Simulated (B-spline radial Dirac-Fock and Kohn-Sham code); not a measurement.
**Internal conversion coefficients of Cr at 20 keV**

Z = 24 (chromium), transition energy 20 keV. Calculated with a B-spline atomic structure program, using a Dirac-Hartree-Slater potential of the neutral atom with a Latter tail (no hole, which puts coefficients of high multipoles low close above an edge), finite nucleus with surface currents. Subshells that would emit electrons below 1 keV are left out.

| subshell | electron energy (keV) | E1 | E2 | E3 | M4 | M5 |
| --- | --- | --- | --- | --- | --- | --- |
| K | 14.01 | 4.10 | 143 | 4000 | 109000 | 3.61e+06 |
| L1 | 19.30 | 0.324 | 10.9 | 279 | 25100 | 1.16e+06 |
| L2 | 19.42 | 0.0280 | 7.43 | 1100 | 5170 | 313000 |
| L3 | 19.43 | 0.0518 | 13.2 | 1920 | 43200 | 3.50e+06 |
| M1 | 19.93 | 0.0451 | 1.52 | 38.9 | 3890 | 187000 |
| M2 | 19.95 | 0.00360 | 0.974 | 146 | 708 | 43400 |
| M3 | 19.95 | 0.00665 | 1.73 | 255 | 6060 | 505000 |
| M4 | 19.99 | 1.48e-05 | 0.00121 | 0.360 | 13.0 | 1490 |
| M5 | 19.99 | 2.15e-05 | 0.00171 | 0.517 | 22.1 | 4020 |
| total |  | 4.56 | 179 | 7740 | 194000 | 9.33e+06 |

Task: For a pure E3 transition, what fraction of decays emits a photon?

Result: 1/(1 + α) = 0.000129 with the total α = 7740; the total includes the outer subshells that are not listed.
